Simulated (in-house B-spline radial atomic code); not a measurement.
Checks on a self-consistent run for Tc⁵⁺, [Ar] 3d10 4s1 4p6 4d3. Method: Dirac-Hartree-Fock, average of configuration, Fermi nucleus of rms radius 4.41117 fm. Calculated with a radial B-spline atomic code at the basis-set limit.

```
orbital    q      ε (Eh)     <1/r>        <r²>  small-component weight
  1s1/2    2  -780.80007   44.7105  0.00158562                0.024645
  2s1/2    2  -116.47152   10.2272   0.0262244               0.0050997
  2p1/2    2  -107.25393   10.1694   0.0198584               0.0050749
  2p3/2    4  -102.88155   9.66426   0.0212019               0.0049037
  3s1/2    2   -23.63016   3.52419    0.195178               0.0013816
  3p1/2    2   -20.04975   3.42293    0.192289               0.0013263
  3p3/2    4   -19.29063   3.30468    0.201636               0.0012831
  3d3/2    4   -12.96645   3.10711    0.186767               0.0011569
  3d5/2    6   -12.82241   3.07603    0.189796               0.0011436
  4s1/2    1    -5.73575    1.3164      1.2004              0.00032596
  4p1/2    2    -4.42883   1.20682     1.39433              0.00028203
  4p3/2    4    -4.30445    1.1751     1.45323              0.00027253
  4d3/2  1.2    -2.69055  0.957762     2.12156              0.00019339
  4d5/2  1.8    -2.67541  0.950393     2.14889              0.00019115
```

Electron-electron repulsion V_ee = 1522.2110 hartree.

Problem. What total energy follows from the eigenvalues?

Solution. The eigenvalues count the repulsion twice, so E = Σqε - V_ee = -2753.755 - 1522.211 = -4275.967 hartree; the run printed -4275.967.

Problem. Does the Dirac virial theorem hold?

Solution. For a point nucleus E = -2c²Σq·w, with w the small-component weight. Here Σq·w = 0.11385 and c = 137.0360, so the ratio E/(-2c²Σq·w) is 1.000028; the finite nucleus accounts for the departure from 1.

Problem. What diamagnetic shielding (Lamb formula) and susceptibility (Langevin formula) do the radii give?

Solution. σ = (α²/3)Σq<1/r> = 238.159/(3·137.036²) = 4227.4 ppm, and χ = -0.79199×10⁻⁶·Σq<r²> = -15.73×10⁻⁶ cm³/mol with Σq<r²> = 19.863 bohr². Both are non-relativistic formulas without the paramagnetism of open shells.
